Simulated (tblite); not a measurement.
Record of a relaxation.

Species: C6H14BOP.
Atom-mapped SMILES: `[CH3:1][CH2:2][CH2:3][B:4]([PH2:5])[CH2:6][C:7]([CH3:8])=[O:9]` (hydrogens: H10, H11, H12 on C1; H13, H14 on C2; H15, H16 on C3; H17, H18 on P5; H19, H20 on C6; H21, H22, H23 on C8)

Computed with GFN2-xTB (tblite), gas phase: L-BFGS steps from a force-field or distance-geometry start until the largest atomic force falls under 0.01 eV/Å. 4 of its 195 geometries are shown.

Step 0: E = -754.4087 eV, largest atomic force 3.330 eV/Å
```
atom  x, y, z in Å  |  force x, y, z in eV/Å
C1     -2.925    0.265   -0.630   -2.044   1.266  -0.969
C2     -2.604   -0.507    0.606   -0.209  -0.992   0.621
C3     -1.260   -0.048    1.139    0.761   0.605   0.013
B4     -0.086   -0.251    0.064    0.542  -2.954   1.439
P5     -0.026   -2.045   -0.683   -0.389   0.501  -0.587
C6      1.232    0.563    0.373   -1.007   1.431  -0.061
C7      2.275    0.431   -0.671    1.175   0.353  -0.134
C8      3.561    1.178   -0.452    0.999   0.028   1.059
O9      2.186   -0.233   -1.670   -0.793  -0.483  -0.358
H10    -2.619   -0.215   -1.562    0.252   0.157   0.275
H11    -2.545    1.306   -0.579   -0.009  -0.678  -0.121
H12    -4.055    0.394   -0.703    1.165  -0.224  -0.100
H13    -2.577   -1.607    0.361    0.059   0.894   0.313
H14    -3.413   -0.351    1.338    0.326  -0.102   0.005
H15    -0.952   -0.599    2.059   -0.371   0.330  -0.468
H16    -1.272    1.044    1.401   -0.400  -0.858   0.082
H17    -0.338   -3.036    0.347    0.755   1.070  -0.884
H18     1.203   -2.337   -1.364   -0.726   0.046   1.264
H19     0.904    1.646    0.396    0.685  -0.631  -0.003
H20     1.595    0.374    1.414   -0.111  -0.004  -0.929
H21     3.694    2.023   -1.129   -0.184  -0.212  -0.050
H22     3.614    1.563    0.586    0.127  -0.191  -0.556
H23     4.405    0.467   -0.633   -0.604   0.648   0.147
```

Step 65: E = -755.7979 eV, largest atomic force 0.019 eV/Å
```
atom  x, y, z in Å  |  force x, y, z in eV/Å
C1     -2.917    0.271   -0.634    0.001  -0.006  -0.002
C2     -2.612   -0.505    0.640   -0.005   0.002  -0.007
C3     -1.246   -0.119    1.224   -0.008  -0.001  -0.008
B4      0.016   -0.419    0.309   -0.002  -0.005  -0.011
P5      0.051   -1.799   -0.957   -0.003   0.005  -0.005
C6      1.250    0.590    0.390    0.006  -0.009  -0.005
C7      2.300    0.376   -0.669    0.004  -0.004   0.005
C8      3.583    1.156   -0.513   -0.006  -0.002   0.004
O9      2.125   -0.363   -1.609   -0.003   0.008   0.004
H10    -2.175    0.039   -1.398    0.009   0.013   0.011
H11    -2.898    1.344   -0.446   -0.004  -0.010  -0.001
H12    -3.899    0.005   -1.019   -0.006   0.012   0.006
H13    -2.627   -1.573    0.416    0.011   0.000   0.007
H14    -3.393   -0.311    1.381    0.003   0.007  -0.003
H15    -1.111   -0.682    2.155    0.003   0.003  -0.003
H16    -1.286    0.933    1.523    0.003   0.002  -0.007
H17    -0.744   -2.726   -0.289   -0.003  -0.006   0.009
H18     1.238   -2.425   -0.649    0.008  -0.010   0.004
H19     0.906    1.625    0.283    0.001  -0.006  -0.001
H20     1.728    0.556    1.373   -0.003  -0.007   0.001
H21     3.582    1.975   -1.233   -0.015  -0.007   0.010
H22     3.694    1.563    0.487    0.009   0.007  -0.005
H23     4.429    0.516   -0.754   -0.001   0.014  -0.003
```

Step 129: E = -755.8239 eV, largest atomic force 0.074 eV/Å
```
atom  x, y, z in Å  |  force x, y, z in eV/Å
C1     -2.856    0.374   -0.722   -0.015   0.017  -0.028
C2     -2.596   -0.452    0.529   -0.007   0.025  -0.007
C3     -1.255   -0.068    1.163    0.014  -0.011  -0.003
B4      0.058   -0.503    0.386    0.004   0.007   0.006
P5      0.138   -1.946   -0.808   -0.023   0.006  -0.024
C6      1.376    0.376    0.568   -0.025   0.016   0.053
C7      2.345    0.255   -0.580   -0.013  -0.012  -0.020
C8      3.379    1.346   -0.681    0.039   0.035  -0.015
O9      2.303   -0.661   -1.365    0.018   0.009  -0.023
H10    -2.093    0.166   -1.472   -0.022   0.016   0.020
H11    -2.829    1.436   -0.481   -0.013  -0.029  -0.060
H12    -3.833    0.140   -1.142    0.036   0.006  -0.020
H13    -2.600   -1.512    0.267    0.016   0.014   0.026
H14    -3.406   -0.285    1.244    0.002   0.020   0.026
H15    -1.200   -0.538    2.152    0.016  -0.028   0.019
H16    -1.269    1.009    1.358    0.006  -0.004   0.011
H17    -0.839   -2.745   -0.228   -0.025  -0.056   0.012
H18     1.191   -2.660   -0.283    0.021   0.010  -0.006
H19     1.188    1.433    0.771   -0.006  -0.011   0.030
H20     1.909   -0.002    1.448    0.012   0.009  -0.019
H21     2.902    2.278   -0.985   -0.007  -0.073  -0.006
H22     3.847    1.511    0.285    0.005   0.011   0.035
H23     4.136    1.077   -1.414   -0.034   0.023  -0.009
```

Step 194: E = -755.8581 eV, largest atomic force 0.009 eV/Å
```
atom  x, y, z in Å  |  force x, y, z in eV/Å
C1     -2.598    0.363   -0.871   -0.003  -0.004   0.003
C2     -2.537   -0.291    0.503    0.002   0.000   0.000
C3     -1.200   -0.012    1.198    0.005   0.002  -0.001
B4      0.096   -0.609    0.514   -0.001  -0.004   0.002
P5      0.095   -2.015   -0.728   -0.001   0.008   0.001
C6      1.497    0.114    0.756   -0.001  -0.004  -0.004
C7      2.254    0.228   -0.544    0.001   0.002   0.009
C8      3.014    1.512   -0.744   -0.005   0.003   0.000
O9      2.243   -0.653   -1.370   -0.005  -0.001   0.002
H10    -1.803   -0.025   -1.506    0.001   0.002   0.004
H11    -2.478    1.442   -0.787    0.001  -0.004  -0.002
H12    -3.552    0.160   -1.353   -0.005   0.003   0.004
H13    -2.674   -1.370    0.392    0.000   0.002   0.000
H14    -3.357    0.085    1.121    0.001  -0.001  -0.004
H15    -1.247   -0.429    2.212   -0.006   0.003  -0.005
H16    -1.106    1.070    1.339   -0.003   0.001  -0.003
H17    -0.907   -2.798   -0.166   -0.003  -0.004  -0.003
H18     1.129   -2.784   -0.240    0.007  -0.004  -0.001
H19     1.439    1.082    1.254    0.008  -0.003   0.003
H20     2.108   -0.537    1.389    0.002   0.002   0.000
H21     2.312    2.344   -0.757    0.002  -0.002  -0.003
H22     3.705    1.666    0.082   -0.001   0.003  -0.003
H23     3.561    1.486   -1.683    0.005  -0.001   0.002
```

**Question.** Summarise the path.

**Answer.** The energy falls by 1.4494 eV from step 0 to step 194; nine tenths of that is first reached at step 24. It falls at every step. The largest force goes from 3.330 to 0.009 eV/Å. Among the bonds P5–H17 changes most, from 1.463 to 1.390 Å; the atoms move by 0.771 Å rms after alignment.

**Question.** Follow the three bonds and two angles with the largest change from start to end.

**Answer.** 
```
step  E above end (eV)  largest force (eV/Å)  P5–H17 (Å)  B4–P5 (Å)  P5–H18 (Å)  H17–P5–H18 (°)  B4–P5–H18 (°)
   0            1.4494                 3.330       1.463      1.944       1.436           112.2          113.4
   8            0.3015                 0.432       1.402      1.911       1.385            93.4          105.0
  17            0.2066                 0.218       1.395      1.883       1.379            96.4          101.2
  25            0.1227                 0.297       1.389      1.873       1.377            94.4          100.5
  34            0.0832                 0.103       1.390      1.879       1.380            94.4          100.5
  42            0.0738                 0.097       1.392      1.878       1.381            94.9           99.8
  51            0.0630                 0.051       1.392      1.874       1.377            94.5          100.4
  59            0.0607                 0.019       1.392      1.874       1.378            94.7          101.6
  67            0.0599                 0.025       1.391      1.874       1.376            94.7          101.5
  76            0.0588                 0.022       1.391      1.873       1.377            94.8          101.7
  84            0.0578                 0.031       1.390      1.873       1.376            94.8          101.6
  93            0.0557                 0.038       1.390      1.874       1.376            95.0          101.8
 101            0.0521                 0.051       1.390      1.874       1.376            94.8          101.6
 110            0.0475                 0.046       1.392      1.875       1.377            94.6          101.1
 118            0.0419                 0.067       1.392      1.876       1.376            94.8          100.6
 127            0.0361                 0.059       1.389      1.875       1.378            94.7          100.8
 135            0.0267                 0.058       1.392      1.878       1.379            94.8          100.9
 143            0.0160                 0.079       1.389      1.879       1.380            94.9          100.8
 152            0.0066                 0.050       1.390      1.876       1.379            95.0          101.2
 160            0.0033                 0.038       1.390      1.876       1.379            94.4          101.1
 169            0.0023                 0.016       1.390      1.876       1.379            94.7          100.5
 177            0.0017                 0.020       1.390      1.877       1.379            94.6          100.3
 186            0.0005                 0.020       1.390      1.876       1.378            94.9          100.5
 194            0.0000                 0.009       1.390      1.876       1.378            94.8          100.6
```

What follows is the cost of the whole relaxation. Time: 1.8 s. Hardware: one thread, Arm Neoverse V1 (aarch64), shared host with 32 logical CPUs at a one-minute load of 14.
